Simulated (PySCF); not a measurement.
Job file and geometry (Å, from GFN2-xTB) of an NMR shielding run on SMILES CB(N)F, CH₅BFN, GIAO PBE0/pcSseg-1 NMR shielding, non-relativistic, gas phase (PySCF 2.14.0, density-fitted response routines); density fitting, a coarse starting grid and PySCF grid level 2 are the driver's defaults:

```
$ OMP_NUM_THREADS=1 python probes_run.py task.json out

{"job": {"kind": "nmr", "xc": "PBE0", "basis": "pcSseg-1"}, "charge": 0, "multiplicity": 1}
C     -1.182437     0.028308    -0.223539
B      0.232446     0.183607     0.474895
N      1.429517    -0.209335    -0.106032
F      0.319919     0.732397     1.696863
H     -1.304540    -0.950306    -0.680511
H     -1.306201     0.765936    -1.014045
H     -1.993692     0.173643     0.483924
H      2.313910    -0.089912     0.357862
H      1.504640    -0.628344    -1.014596
```

**Question.** Write the output of this run.

**Answer.** 
```
coarse grid: 7424 points
cycle   1  E = -220.3265955827  dE =  2.905e-01  |g| = 5.850e-01  |ddm| = 2.405e+00
cycle   2  E = -220.3033006267  dE =  2.329e-02  |g| = 7.308e-01  |ddm| = 8.258e-01
cycle   3  E = -220.3928207311  dE = -8.952e-02  |g| = 6.163e-02  |ddm| = 4.531e-01
cycle   4  E = -220.3934603009  dE = -6.396e-04  |g| = 2.198e-02  |ddm| = 4.815e-02
cycle   5  E = -220.3935490049  dE = -8.870e-05  |g| = 5.050e-03  |ddm| = 1.532e-02
cycle   6  E = -220.3935537654  dE = -4.760e-06  |g| = 1.824e-03  |ddm| = 3.930e-03
final grid: 71872 points
cycle   7  E = -220.4159759125  dE = -2.670e-05  |g| = 7.760e-03  |ddm| = 1.406e-02
cycle   8  E = -220.4159682708  dE =  7.642e-06  |g| = 9.933e-03  |ddm| = 9.557e-03
cycle   9  E = -220.4159882222  dE = -1.995e-05  |g| = 8.022e-04  |ddm| = 5.368e-03
cycle  10  E = -220.4159883469  dE = -1.248e-07  |g| = 1.378e-04  |ddm| = 5.712e-04
cycle  11  E = -220.4159883493  dE = -2.399e-09  |g| = 6.385e-05  |ddm| = 9.475e-05
cycle  12  E = -220.4159883501  dE = -7.667e-10  |g| = 8.097e-06  |ddm| = 4.002e-05
converged SCF energy = -220.4159883501

GIAO shielding tensors (ppm)
atom      isotropic    diamagn.    paramagn.     s11        s22        s33       span
  0 C      189.689     254.119     -64.430    183.864    185.800    199.404     15.541
  1 B       68.201     190.924    -122.723     33.275     82.475     88.854     55.580
  2 N      186.339     318.095    -131.756    112.534    202.592    243.891    131.358
  3 F      275.404     469.441    -194.038    135.226    269.860    421.125    285.899
  4 H       31.549      31.493       0.056     27.409     29.634     37.603     10.194
  5 H       31.375      30.844       0.531     27.542     28.843     37.740     10.198
  6 H       31.504      30.448       1.056     27.284     29.154     38.074     10.789
  7 H       28.633      30.124      -1.491     23.544     24.893     37.461     13.917
  8 H       28.888      31.835      -2.947     23.702     26.944     36.019     12.317
```

Size and cost of the density-fitted run: 93 basis functions, 4.8 s wall time on 1 thread of an Arm Neoverse V2, shared host; peak memory 0.42 GiB.
